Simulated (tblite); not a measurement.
Run record: tight-binding relaxation, `CN[Si@H](C[SiH2]C)[SiH2]N`.

Computed with GFN2-xTB geometry optimisation, gas phase (tblite 0.8.0). Start geometry: from a force field or distance geometry. The command runs a driver script over a list of jobs; the input below is this job's line of settings and its coordinates in Å.

Command:
```bash
OMP_NUM_THREADS=1 python probes_run.py task.json out
```

Input:
```
{"job": {"kind": "relax", "xc": "GFN2-xTB", "basis": "xTB"}, "charge": 0, "multiplicity": 1}
C     -2.576600    -2.400300    -0.263800
N     -1.390500    -1.872600     0.293700
Si    -0.676500    -0.492600    -0.576700
C      1.146100    -0.685600    -0.492800
Si     2.089000     0.878000    -0.199800
C      3.892800     0.361600    -0.070300
Si    -1.374500     1.369800     0.412800
N     -2.297100     2.454600    -0.659100
H     -2.545500    -3.524600    -0.157900
H     -2.736500    -2.205500    -1.328800
H     -3.449400    -2.017400     0.311900
H     -1.421100    -1.704600     1.320100
H     -1.118000    -0.469200    -1.989300
H      1.365000    -1.350400     0.396300
H      1.569600    -1.229300    -1.347500
H      1.871700     1.866800    -1.254500
H      1.713200     1.476000     1.109400
H      3.950400    -0.229900     0.875500
H      4.568600     1.232800    -0.067200
H      4.072700    -0.351500    -0.892100
H     -0.230400     2.092300     0.946900
H     -2.246200     1.053800     1.563300
H     -2.030400     2.312000    -1.665200
H     -2.158000     3.455700    -0.423900
```

**Question.** What does the run print?

**Answer.** 
```
step      E/eV     max force
  0    -696.11326    2.338
  1    -696.43166    0.824
  2    -696.50893    0.565
  3    -696.56429    0.534
  4    -696.61506    0.549
  5    -696.65643    0.466
  6    -696.68884    0.517
  7    -696.72367    0.479
  8    -696.76196    0.569
  9    -696.80192    0.461
... (218 lines left out)
228    -697.12176    0.027
229    -697.12188    0.034
230    -697.12201    0.026
231    -697.12211    0.016
232    -697.12216    0.016
233    -697.12221    0.019
234    -697.12226    0.017
235    -697.12231    0.016
236    -697.12235    0.013
237    -697.12237    0.008
```

«max force» is the largest atomic force in eV/Å.

**Question.** From which step on does the largest force stay under 0.1 eV/Å, and how much energy is left to gain from there?

**Answer.** From step 151 (0.045 eV/Å), 15.6 meV above the end.

Main results: energy lowered by 23.3 kcal/mol over 237 steps; largest atomic force 0.008 eV/Å at the end.

**Question.** Give the final coordinates.

**Answer.** 0.739 Å rms from the input after alignment:
```
atom  x, y, z in Å
C1    -2.7791   -2.3233   -0.3608
N2    -1.3803   -2.0531   -0.1361
Si3   -0.7033   -0.4961   -0.4757
C4     1.1396   -0.6767   -0.0370
Si5    2.2144    0.7438   -0.6729
C6     4.0255    0.4925   -0.1569
Si7   -1.6696    1.2599    0.6742
N8    -1.9144    2.5389   -0.4595
H9    -2.9523   -3.3994   -0.4178
H10   -3.0668   -1.8740   -1.3087
H11   -3.4248   -1.9071    0.4219
H12   -1.0376   -2.5472    0.6744
H13   -0.8262   -0.4040   -1.9452
H14    1.2457   -0.7450    1.0465
H15    1.5115   -1.6192   -0.4364
H16    2.1454    0.8269   -2.1383
H17    1.7275    2.0178   -0.1160
H18    4.1266    0.4236    0.9226
H19    4.6476    1.3174   -0.4911
H20    4.4348   -0.4191   -0.5832
H21   -0.9001    1.6737    1.8736
H22   -3.0282    1.0279    1.1944
H23   -1.1591    2.7880   -1.0774
H24   -2.3883    3.3736   -0.1535
```

**Question.** How long does this job take on one thread of an Arm Neoverse V2, shared host?

**Answer.** About 2.6 s.
Labels such as C1 count atoms from 1, the log's own numbers from 0.
